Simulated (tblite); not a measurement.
C8H15P.
Geometry (GFN2-xTB, Å), atoms numbered from 1 in this order:
```xyz
24
C8H15P angstrom
C      3.6870    0.3831    0.1512
C      2.6165   -0.3034   -0.2142
P      1.0264   -0.1824    0.6796
C      0.1284   -1.4899   -0.2997
C     -1.2742   -1.7765    0.2338
C     -1.9851   -0.5377    0.7765
C     -2.0648    0.6371   -0.2058
C     -1.0190    1.7189    0.0675
C      0.4095    1.3080   -0.2662
H      3.6664    1.0474    1.0003
H      4.6240    0.3182   -0.3799
H      2.6587   -0.9851   -1.0567
H      0.0875   -1.1646   -1.3440
H      0.7276   -2.4040   -0.2577
H     -1.2096   -2.5050    1.0452
H     -1.8759   -2.2256   -0.5618
H     -2.9937   -0.8334    1.0754
H     -1.4620   -0.2093    1.6795
H     -3.0500    1.1024   -0.1247
H     -1.9632    0.2765   -1.2310
H     -1.0760    2.0045    1.1207
H     -1.2653    2.6042   -0.5269
H      1.0873    2.1298   -0.0158
H      0.5080    1.1066   -1.3380
```

All values are computed: GFN2-xTB (tblite) harmonic vibrations without scaling, gas phase. Errors from tens to a few hundred cm⁻¹ against measured bands are possible. One conformer, not necessarily the lowest. The optimisation stopped once no atom felt more than 0.01 eV/Å.

Lowest wavenumbers of the output (negative numbers stand for imaginary wavenumbers):
```
mode    cm-1
  1     -34.6
  2     105.8
  3     145.9
  4     160.3
  5     193.9
  6     231.8
  7     277.5
  8     308.3
  9     336.3
 10     363.0
```

Q: Is this structure a minimum?

A: Not by this Hessian. 1 mode is imaginary beyond 20i (35i cm⁻¹), so at this level the point lies at or near a first-order saddle. The curvature is small, so loose convergence or finite differences may be the whole cause.

Q: Which atoms move in the imaginary mode?

A: 35i: C1 (terminal =CH2 carbon) 36 %, H10 (vinylic hydrogen) 21 %, H12 (vinylic hydrogen) 15 %, C2 (alkene CH carbon) 10 %. These are shares of the mass-weighted motion.

Q: What is the remedy?

A: Step along that mode in both directions, optimise again with tighter thresholds and repeat the frequencies. The zero-point energy of this point (131.5 kcal/mol) counts the 65 real modes alone, and thermal corrections from it aren't those of a minimum.
